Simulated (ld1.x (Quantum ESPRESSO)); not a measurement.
zirconium (Zr), TM: configuration errors across variants

| Property | Result |
| --- | --- |
| Element | Zr (Z = 40) |
| Generator | ld1.x (Quantum ESPRESSO) 7.5 |
| Type | norm-conserving Troullier–Martins (Kleinman–Bylander form) |
| Functional | PBE |
| Relativity | scalar-relativistic |
| Frozen core | [Ar] 3d10 4s2 |
| Valence charge | 10 |
| Reference configuration | 4p6 4d2 5s0.5 5p0 (charge +1.5) |
| Partial waves | 4p (bound): rc 2.30 bohr; 4d (bound): rc 2.25 bohr; 5s (bound): rc 3.00 bohr |
| Local potential | the s channel |
| Core correction | Bessel-smoothed model core inside 1.65 bohr |

All-electron excitation energies from the reference (eV): (1) 4p6 4d2 5s2 5p0 -12.846; (2) 4p6 4d2 5s1 5p0 -5.708; (3) 4p6 4d2 5s0 5p0 7.232; (4) 4p5 4d2 5s2 5p0 25.148; (5) 4p6 4d1 5s2 5p1 -9.842; (6) 4p6 4d3 5s0 5p0 -5.325; (7) 4p6 4d2 5s1.5 5p0 -9.966.

Errors AE − PS in meV (a dash: test not solved or not reliable):

| change | (1) | (2) | (3) | (4) | (5) | (6) | (7) | bound ghosts |
| --- | --- | --- | --- | --- | --- | --- | --- | --- |
| base | -7.5 | -0.8 | -3.4 | -462 | -746 | -63 | -3.7 | none |
| core correction none | +6.2 | +2.0 | +1.0 | -406 | -721 | -58 | +4.5 | none |
| core correction Bessel-smoothed model core inside 0.92 bohr | -7.4 | -0.8 | -3.4 | -467 | -745 | -63 | -3.6 | none |
| core correction Bessel-smoothed model core inside 1.22 bohr | -7.5 | -0.8 | -3.4 | -466 | -745 | -63 | -3.7 | none |
| core correction Bessel-smoothed model core inside 1.82 bohr | -7.5 | -0.8 | -3.4 | -458 | -746 | -63 | -3.7 | none |
| core correction Bessel-smoothed model core inside 2.06 bohr | -7.4 | -0.8 | -3.4 | -451 | -746 | -63 | -3.6 | none |
| core correction Bessel-smoothed model core inside 2.46 bohr | -6.6 | -0.6 | -3.1 | -434 | -743 | -62 | -3.2 | none |
| core correction Bessel-smoothed model core inside 2.60 bohr | -6.0 | -0.5 | -2.9 | -430 | -741 | -61 | -2.8 | none |

Problem. Give the same row for: core correction Bessel-smoothed model core inside 1.54 bohr.

Solution. -7.5, -0.8, -3.4, -464, -746, -63, -3.7; bound ghosts: none.
